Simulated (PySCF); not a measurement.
## Removing an electron from `[GeH3][GeH3]`

Compound: Ge₂H₆.
Structure used (PBE0-D3(BJ)/def2-SVP), in Å, numbered top down from 1:
```xyz
8
Ge2H6 angstrom
Ge    -1.2031    0.1188   -0.0243
Ge     1.2077   -0.1121    0.0117
H     -1.8059   -0.7606   -1.1352
H     -1.5988    1.5833   -0.2872
H     -1.7999   -0.3174    1.3265
H      1.6002   -1.5100    0.5244
H      1.8336    0.9456    0.9391
H      1.7842    0.0712   -1.4041
```

Level: CAM-B3LYP/def2-SVPD (PySCF). Frontier orbitals with their largest atomic shares (Löwdin; up to four atoms above 4 %):

| orbital | ε (eV) | main atoms |
| --- | --- | --- |
| HOMO−3 | -11.44 | Ge1 24 %, Ge2 24 %, H5 14 %, H6 13 % |
| HOMO−2 | -10.68 | Ge1 23 %, Ge2 23 %, H7 17 %, H3 15 % |
| HOMO−1 | -10.68 | Ge2 23 %, Ge1 23 %, H5 16 %, H8 15 % |
| HOMO | -9.43 | ? |
| LUMO | 0.70 | Ge1 27 %, Ge2 27 %, H4 8 %, H7 8 % |
| LUMO+1 | 0.79 | Ge2 34 %, Ge1 34 %, H6 5 %, H5 5 % |
| LUMO+2 | 1.57 | Ge2 31 %, Ge1 31 %, H8 9 %, H5 9 % |

What vertical ionisation energy does ΔSCF give, and how far is −ε(HOMO) from it?

ΔSCF: 10.36 eV (1000 kJ/mol; threshold wavelength 120 nm); ⟨S²⟩ of the doublet left behind is 0.753, against 0.75 for a pure doublet. −ε(HOMO) is 9.43 eV, 0.93 eV below it. For the exact functional −ε(HOMO) would equal the first vertical ionisation energy; CAM-B3LYP (range-separated hybrid) falls short of its own ΔSCF value by 9 %. Holes in the HOMO−1 and HOMO−2 were tried too where these lie within 1.2 eV of the HOMO; the lowest converged state counts.

On which atoms does the HOMO lie?

Ge1 (germanium bonded to Ge and 3 H) 35 %, Ge2 (germanium bonded to Ge and 3 H) 35 %, H5 (Ge–H hydrogen) 5 %, H3 (Ge–H hydrogen) 5 %, so no atom holds as much as 40 %. The HOMO−1 lies 1.25 eV lower.

How many of the 10 lowest singlet excitations (vertical TDDFT, same level) lie below the ionisation energy?

All 10; they run from 7.28 to 8.52 eV.

What total energies stand behind the ΔSCF value?

E(N) = -4157.31322 Eh and E(N − 1) = -4156.93239 Eh at the same geometry, 0.38083 Eh apart.

What kinetic energy would electrons from this vertical process carry with He II light (40.814 eV)?

40.81 − 10.36 = 30.45 eV.

Geometry: PBE0-D3(BJ)/def2-SVP; no solvent, vibrations or thermal averaging. The calculation is non-relativistic, for germanium too.

The run behind these numbers computed excited states and ΔSCF ions as well. Hardware: one thread of an Arm Neoverse V1, no GPU, shared host. Cost: 16 s.
